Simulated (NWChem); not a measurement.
System: InH₃; SMILES [InH3]

```xyz
4

In     0.0000     0.0000     0.0000
H      1.2340     1.2340     0.0000
H      0.4517    -1.6856     0.0000
H     -1.6856     0.4517     0.0000
```
Atoms are numbered in this order, from 1.

Level: PBE-D3(BJ)/def2-SVP with def2 effective core potentials on In (NWChem), optimised geometry, unscaled harmonic frequencies. def2 effective core potentials on In; no spin-orbit coupling.

```json
[
 {"frequency (cm⁻¹)": "587", "IR intensity (km/mol)": "141.5"},
 {"frequency (cm⁻¹)": "587", "IR intensity (km/mol)": "141.5"},
 {"frequency (cm⁻¹)": "603", "IR intensity (km/mol)": "139.4"},
 {"frequency (cm⁻¹)": "1727", "IR intensity (km/mol)": "0.0"},
 {"frequency (cm⁻¹)": "1736", "IR intensity (km/mol)": "285.3"},
 {"frequency (cm⁻¹)": "1736", "IR intensity (km/mol)": "285.3"}
]
```

The zero-point energy comes out as 10.0 kcal/mol. The thermal correction to the enthalpy at 298.15 K (with zero-point energy) is 12.6 kcal/mol and the heat capacity Cv is 9.2 cal/(mol K). The entropy at 298.15 K and 1 atm (symmetry number 6) is 54.9 cal/(mol K).

Rigid rotor and harmonic oscillator.
